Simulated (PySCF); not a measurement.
C₅H₁₀Si. Atoms are numbered in the order given.

```xyz
16

C      2.9514    -0.2539     0.0000
C      1.7871     0.3970     0.0000
C      0.4359    -0.2389     0.0000
C     -0.4942     0.1453    -1.1918
Si    -1.9491    -0.0870     0.0000
C     -0.4942     0.1453     1.1918
H      2.9911    -1.3483     0.0000
H      3.9063     0.2782     0.0000
H      1.7870     1.4961     0.0000
H      0.5620    -1.3358     0.0000
H     -0.3732     1.2136    -1.4405
H     -0.3677    -0.4414    -2.1119
H     -3.0824     0.8898     0.0000
H     -2.5101    -1.4735     0.0000
H     -0.3677    -0.4414     2.1119
H     -0.3732     1.2136     1.4405
```
Charge 0, spin multiplicity 1.

Geometry optimised at PBE0-D3(BJ)/def2-SVP. The values are those of a single conformer.

These are PBE0-D3(BJ)/def2-SVP (PySCF) values and carry that method's errors.

Frequencies are harmonic and unscaled.

```csv
mode,ν (cm⁻¹),IR (km/mol),moving atoms (share of kinetic energy)
1,91,0.1,"C 65 %, H 32 %"
2,103,0.3,"C 45 %, H 38 %, Si 17 %"
3,286,0.3,"H 55 %, C 42 %"
4,306,1.7,"C 54 %, H 45 %"
5,368,3.2,"C 40 %, H 30 %, Si 30 %"
6,460,2.5,"H 67 %, C 29 %"
7,510,0.0,H 96 %
8,555,14.7,"H 44 %, C 36 %, Si 20 %"
9,653,0.2,"C 45 %, H 45 %, Si 10 %"
10,695,4.1,"H 61 %, C 38 %"
11,704,14.6,"C 48 %, H 36 %, Si 16 %"
12,752,30.6,"H 69 %, C 22 %, Si 9 %"
13,810,94.3,"H 74 %, Si 14 %, C 12 %"
14,867,12.3,"C 62 %, H 36 %"
15,878,31.4,"H 55 %, C 39 %"
16,942,44.9,"H 73 %, C 27 %"
17,952,114.8,H 93 %
18,985,0.8,"H 87 %, C 13 %"
19,985,4.8,"H 68 %, C 30 %"
20,1030,12.4,"H 86 %, C 14 %"
21,1037,11.5,"C 67 %, H 32 %"
22,1080,32.2,"H 70 %, C 29 %"
23,1117,1.1,"H 67 %, C 32 %"
24,1166,13.5,"H 53 %, C 47 %"
25,1222,1.3,"C 52 %, H 48 %"
26,1278,0.5,"H 81 %, C 19 %"
27,1298,4.4,"H 78 %, C 22 %"
28,1323,2.9,"H 75 %, C 25 %"
29,1404,8.0,"H 91 %, C 9 %"
30,1424,3.1,"H 89 %, C 11 %"
31,1441,5.9,"H 79 %, C 21 %"
32,1737,10.3,"C 89 %, H 11 %"
33,2218,160.5,H 98 %
34,2226,124.8,H 96 %
35,3062,4.4,H 92 %
36,3075,8.5,H 94 %
37,3080,12.4,H 94 %
38,3142,14.1,H 93 %
39,3159,3.3,H 93 %
40,3166,4.5,"H 91 %, C 9 %"
41,3167,8.8,"H 91 %, C 9 %"
42,3258,7.9,"H 89 %, C 11 %"
```
